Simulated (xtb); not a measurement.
xtb input (GFN2-xTB):

```bash
xtb mol.xyz --gfn 2 --ohess tight --chrg 0 --uhf 0
```
mol.xyz:
```
18

C      2.65190504    -0.19860606    -0.04894154
C      1.40733115     0.22510408    -0.76924224
C      0.52587423     1.07073285     0.13681053
C     -0.62734562     0.76813965     0.68503411
C     -1.39636825    -0.57895435     0.55985954
C     -2.57269857    -0.41881604    -0.32178488
H      2.40886623    -0.80160657     0.81767166
H      3.27356956    -0.77967961    -0.70543883
H      3.27132385     0.69104068     0.29741314
H      1.65826709     0.82061519    -1.62586483
H      0.84120192    -0.62219790    -1.12909583
H      0.89984495     2.06112029     0.40186577
H     -1.13249938     1.50875165     1.33922098
H     -1.62905733    -0.88620335     1.60376042
H     -0.72289022    -1.40186596     0.15924737
H     -3.31970794     0.30978737     0.08481090
H     -2.32657456    -0.16586722    -1.31857002
H     -3.12433687    -1.41480857    -0.34442095
```

Output:

```
           -------------------------------------------------
          |                Calculation Setup                |
           -------------------------------------------------

           -------------------------------------------------
          |                 G F N 2 - x T B                 |
           -------------------------------------------------

        Reference                      10.1021/acs.jctc.8b01176
      * Hamiltonian:
        H0-scaling (s, p, d)           1.850000    2.230000    2.230000
        zeta-weighting                 0.500000
      * Dispersion:
        s8                             2.700000
        a1                             0.520000
        a2                             5.000000
        s9                             5.000000
      * Repulsion:
        kExp                           1.500000    1.000000
        rExp                           1.000000
      * Coulomb:
        alpha                          2.000000
        third order                    shell-resolved
        anisotropic                    true
        a3                             3.000000
        a5                             4.000000
        cn-shift                       1.200000
        cn-exp                         4.000000
        max-rad                        5.000000

          ...................................................
          :                      SETUP                      :
          :.................................................:
          :  # basis functions                  36          :
          :  # atomic orbitals                  36          :
          :  # shells                           24          :
          :  # electrons                        36          :
          :  max. iterations                   250          :
          :  Hamiltonian                  GFN2-xTB          :
          :  restarted?                      false          :
          :  GBSA solvation                  false          :
          :  PC potential                    false          :
          :  electronic temp.          300.0000000     K    :
          :  accuracy                    1.0000000          :
          :  -> integral cutoff          0.2500000E+02      :
          :  -> integral neglect         0.1000000E-07      :
          :  -> SCF convergence          0.1000000E-05 Eh   :
          :  -> wf. convergence          0.1000000E-03 e    :
          :  Broyden damping             0.4000000          :
          :  net charge                          0          :
          :  unpaired electrons                  0          :
          ...................................................

 iter      E             dE          RMSdq      gap      omega  full diag
   1    -19.1877190 -0.191877E+02  0.303E+00    5.51       0.0  T
   2    -19.2305887 -0.428698E-01  0.165E+00    5.49       1.0  T
   3    -19.2314392 -0.850457E-03  0.747E-01    5.45       1.0  T
   4    -19.2314444 -0.526995E-05  0.147E-01    5.45       1.0  T
   5    -19.2315987 -0.154233E-03  0.792E-02    5.45       1.0  T
   6    -19.2316556 -0.568876E-04  0.369E-02    5.45       1.0  T
[...]
   6 C    6 C           3     1.4609530     1.5294198     1.3240714

           -------------------------------------------------
          |               Frequency Printout                |
           -------------------------------------------------
 projected vibrational frequencies (cm⁻¹)
eigval :       -0.00    -0.00    -0.00    -0.00     0.00     0.00
eigval :       15.16    30.46   185.25   198.47   216.59   310.29
eigval :      353.35   511.15   552.36   787.84   812.15   843.51
eigval :      887.91   941.49   947.87  1047.29  1074.98  1078.51
eigval :     1082.69  1093.36  1159.15  1238.61  1241.92  1284.31
eigval :     1301.84  1316.33  1380.34  1408.36  1409.87  1479.36
eigval :     1499.08  1500.71  1500.96  1506.91  1507.45  1737.06
eigval :     2955.49  2956.87  2998.13  3006.60  3028.65  3029.83
eigval :     3030.58  3031.80  3035.08  3037.16  3037.63  3051.44
 reduced masses (amu)
   1:  9.77   2: 10.04   3:  9.58   4:  9.54   5:  9.79   6:  9.14   7:  7.42   8:  8.48
   9:  8.09  10:  2.49  11:  1.77  12:  7.32  13:  7.50  14:  9.03  15:  7.85  16:  3.90
  17:  2.81  18:  2.89  19:  7.27  20:  2.99  21:  5.46  22:  5.00  23:  4.94  24:  8.57
  25:  7.93  26:  5.35  27:  7.01  28:  3.28  29:  2.88  30:  2.47  31:  3.92  32:  4.11
  33:  5.07  34:  3.04  35:  3.01  36:  2.11  37:  1.81  38:  1.55  39:  1.54  40:  1.61
  41:  1.72  42: 11.61  43:  1.79  44:  1.80  45:  1.65  46:  1.64  47:  1.89  48:  1.90
  49:  1.89  50:  1.94  51:  1.71  52:  1.34  53:  1.39  54:  1.89
 IR intensities (km·mol⁻¹)
   1:  0.01   2:  0.01   3:  0.01   4:  0.02   5:  0.00   6:  0.01   7:  0.16   8:  0.02
   9:  0.03  10:  0.13  11:  0.02  12:  0.05  13:  1.61  14:  0.91  15:  2.77  16: 11.04
  17:  1.52  18: 11.50  19:  6.35  20:  0.01  21: 13.77  22:  0.35  23:  0.76  24:  3.87
  25:  2.38  26:  1.40  27:  0.18  28:  0.77  29:  0.24  30:  0.04  31:  3.63  32:  0.37
  33: 13.90  34:  0.02  35:  0.81  36:  0.04  37:  0.21  38:  2.34  39:  2.10  40:  1.83
  41:  1.98  42:  4.64  43: 16.02  44: 61.46  45: 13.58  46: 15.82  47: 27.50  48: 42.95
  49: 57.72  50: 25.43  51: 42.03  52: 17.39  53: 39.25  54:141.74
 Raman intensities (Ä⁴*amu⁻¹)
   1:  0.00   2:  0.00   3:  0.00   4:  0.00   5:  0.00   6:  0.00   7:  0.00   8:  0.00
   9:  0.00  10:  0.00  11:  0.00  12:  0.00  13:  0.00  14:  0.00  15:  0.00  16:  0.00
  17:  0.00  18:  0.00  19:  0.00  20:  0.00  21:  0.00  22:  0.00  23:  0.00  24:  0.00
  25:  0.00  26:  0.00  27:  0.00  28:  0.00  29:  0.00  30:  0.00  31:  0.00  32:  0.00
  33:  0.00  34:  0.00  35:  0.00  36:  0.00  37:  0.00  38:  0.00  39:  0.00  40:  0.00
  41:  0.00  42:  0.00  43:  0.00  44:  0.00  45:  0.00  46:  0.00  47:  0.00  48:  0.00
  49:  0.00  50:  0.00  51:  0.00  52:  0.00  53:  0.00  54:  0.00
 output can be read by thermo (or use thermo option).
 writing <g98.out> molden fake output.
 recommended (thermochemical) frequency scaling factor: 1.0
           -------------------------------------------------
          |             Thermodynamic Functions             |
           -------------------------------------------------

c2  symmetry found (for desy threshold:  0.10E+00) used in thermo

          ...................................................
          :                      SETUP                      :
          :.................................................:
          :  # frequencies                          48      :
          :  # imaginary freq.                       0      :
          :  linear?                             false      :
          :  only rotor calc.                    false      :
          :  symmetry                               c2      :
          :  rotational number                       2      :
          :  scaling factor                  1.0000000      :
          :  rotor cutoff                   50.0000000 cm⁻¹ :
Note: The following floating-point exceptions are signalling: IEEE_UNDERFLOW_FLAG IEEE_DENORMAL
normal termination of xtb
          :  imag. cutoff                  -20.0000000 cm⁻¹ :
          :.................................................:

    mode    ω/cm⁻¹     T·S(HO)/kcal·mol⁻¹    T·S(FR)/kcal·mol⁻¹   T·S(vib)
   ------------------------------------------------------------------------
       1     15.16    -2.14203 (  0.84%)    -1.40866 ( 99.16%)    -1.41481
       2     30.46    -1.72906 ( 12.10%)    -1.20268 ( 87.90%)    -1.26640
       3    185.25    -0.67824 ( 99.47%)    -0.66845 (  0.53%)    -0.67818
       4    198.47    -0.64021 ( 99.60%)    -0.64804 (  0.40%)    -0.64024
       5    216.59    -0.59254 ( 99.72%)    -0.62216 (  0.28%)    -0.59263
   ------------------------------------------------------------------------

   temp. (K)  partition function   enthalpy   heat capacity  entropy
                                   cal/mol     cal/K/mol   cal/K/mol   J/K/mol
 298.15  VIB   939.                 3315.132     19.839     20.731
         ROT  0.978E+05              888.752      2.981     25.817
         INT  0.919E+08             4203.884     22.820     46.548
         TR   0.747E+27             1481.254      4.968     39.186
         TOT                        5685.1381    27.7883    85.7339   358.7107

       T/K    H(0)-H(T)+PV         H(T)/Eh          T*S/Eh         G(T)/Eh
   ------------------------------------------------------------------------
    298.15    0.905984E-02    0.172273E+00    0.407350E-01    0.131538E+00
   ------------------------------------------------------------------------

         :::::::::::::::::::::::::::::::::::::::::::::::::::::
         ::                  THERMODYNAMIC                  ::
         :::::::::::::::::::::::::::::::::::::::::::::::::::::
         :: total free energy         -18.806385255117 Eh   ::
         ::.................................................::
         :: total energy              -18.937923141056 Eh   ::
         :: zero point energy           0.163212994183 Eh   ::
         :: G(RRHO) w/o ZPVE           -0.031675108244 Eh   ::
         :: G(RRHO) contrib.            0.131537885939 Eh   ::
         :::::::::::::::::::::::::::::::::::::::::::::::::::::

optimized geometry written to: xtbopt.xyz

           -------------------------------------------------
          | TOTAL ENERGY              -18.937923141056 Eh   |
          | TOTAL ENTHALPY            -18.765650302625 Eh   |
          | TOTAL FREE ENERGY         -18.806385255117 Eh   |
          | GRADIENT NORM               0.000303603283 Eh/α |
          | HOMO-LUMO GAP               5.231911961859 eV   |
           -------------------------------------------------

------------------------------------------------------------------------
------------------------------------------------------------------------
 total:
 SCF:
 ANC optimizer:
 analytical hessian:
```
